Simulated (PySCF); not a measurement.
Calculation: TPSSh-D3(BJ)/def2-TZVP // B3LYP-D3(BJ)/def2-SVP (PySCF). Gas-phase values, no solvent. One relaxed conformer stands for a flexible species; it need not be the lowest. 

Reference species (SMILES): `C[CH2][Sn]([CH2]C)([CH2]C)[CH2]C` (neutral, multiplicity 1).

```yaml
HOMO: -6.39 eV
```

Changed species: `[SH][Sn]([SH])([SH])[SH]` (4 of 4 C2H5 replaced by SH; the reference has 0 of 4 C2H5 replaced by SH).

Problem. Give the shifts of the HOMO.

Solution. the HOMO falls by 0.67 eV, to -7.06 eV.
